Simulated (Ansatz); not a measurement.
`C[NH][GaH][SH]` + H₂ → `C[NH][GaH2]` + H₂S at 298.15 K and 1 bar (hydrogenolysis of a Ga–S bond).

Computed with Ansatz on PBE0-D4/def2-TZVP structures; ΔE is electronic, products minus reactants. CBS: MP2 limit from def2 TZ/QZ plus the TZ coupled-cluster correction, frozen cores. This one scheme is used for every species. For Ga outer-core shells are correlated without core-valence functions, which leaves a few kJ/mol of doubt a bond. Scalar relativity is left out up to krypton. Each species was taken in one conformer, which may not be the lowest.

```csv
species,CCSD(T)/CBS energy (Eh),H − E (kJ/mol),S (J/(mol·K))
`C[NH][GaH][SH]`,-2418.12579,206.2,352.1
H₂,-1.17544,35.1,130.4
`C[NH][GaH2]`,-2020.30020,194.0,303.2
H₂S,-398.97279,49.9,205.7
```

H − E and S are ideal-gas, rigid-rotor, harmonic terms from PBE0-D4/def2-TZVP, for one conformer and one mirror image of each species. The MP2-based limit puts H₂ 0.8 mEh under its directly extrapolated value; such offsets cancel only in part. 1 Eh = 2625.50 kJ/mol, R = 8.31446 J/(mol·K).

Q: By hand: ΔE, ΔH, ΔS and ΔG.

A: ΔE = (-2020.30020) + (-398.97279) − (-2418.12579) − (-1.17544) = 0.02824 Eh = 74.1 kJ/mol. Δ(H − E) = 194.0 + 49.9 − 206.2 − 35.1 = 2.6, so ΔH = 76.7 kJ/mol. ΔS = 303.2 + 205.7 − 352.1 − 130.4 = 26.4 J/(mol·K). ΔG = 76.7 − 298.15 × (26.4)/1000 = 68.8 kJ/mol.

Q: By hand: the equilibrium constant, and the temperature at which ΔG would vanish if ΔH and ΔS stayed fixed.

A: log₁₀ K = −ΔG/(RT ln 10) = -12.1. ΔG = 0 at ΔH/ΔS = 2905 K, far beyond where these terms or the molecules hold.

ΔH outweighs TΔS. A doubt of 5 kJ/mol in ΔE shifts log₁₀ K by 0.9 here. Other conformers and mirror images would add mixing entropy, several J/(mol·K) or more a flexible species. These are equilibria of isolated gas molecules and say nothing of rates. Largest T1 diagnostic: 0.015 (customary marks: 0.02 for closed shells, 0.045 for open ones).
